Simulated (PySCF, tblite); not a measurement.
Isomers of C5H12O2Si2, one GFN2-xTB conformer each. Single-point energies are computed at PBE0/pcSseg-1 (PySCF, gas phase, no added dispersion term), electronic only.

Question: Rank them by PBE0/pcSseg-1 energy, lowest first (kJ/mol).
A. `[CH3:1][SiH:2]([CH3:3])/[CH:4]=[CH:5]/[C:6](=[O:7])[O:8][SiH3:9]` with C1–Si2–C4–C5 -120°, C4–C5–C6–O7 0°, C5–C6–O8–Si9 180°
B. `[CH3:1]/[C:2]([SiH3:3])=[C:4](/[CH3:5])[SiH2:6][O:7][CH:8]=[O:9]` with C2–C4–Si6–O7 163°, C4–Si6–O7–C8 77°, Si6–O7–C8–O9 0°

Answer: A (0.0), B (83.3).

GFN2-xTB itself gives, in the same order: 0.0, 3.2. Both levels put the same isomer lowest.

Q: Which frontier levels, dipoles and rotational constants go with these structures?

A: 
```json
{"SMILES": "C[SiH](C)/C=C/C(=O)O[SiH3]", "HOMO (eV, PBE0/pcSseg-1)": "-8.10", "LUMO (eV)": "-1.67", "dipole (D)": "1.52", "A, B, C (MHz)": "3430, 365.5, 360.1"}
{"SMILES": "C/C([SiH3])=C(/C)[SiH2]OC=O", "HOMO (eV, PBE0/pcSseg-1)": "-7.39", "LUMO (eV)": "-0.75", "dipole (D)": "1.92", "A, B, C (MHz)": "2338, 585.9, 502.5"}
```

Q: What happens when harmonic zero-point energies from GFN2-xTB frequencies are added?

A: 
```
                     SMILES  ZPE (kJ/mol)  electronic (kJ/mol)  with ZPE (kJ/mol)
 C[SiH](C)/C=C/C(=O)O[SiH3]         397.3                  0.0                0.0
C/C([SiH3])=C(/C)[SiH2]OC=O         395.2                 83.3               81.1
```

The zero-point energies span 2.1 kJ/mol. The order is unchanged.
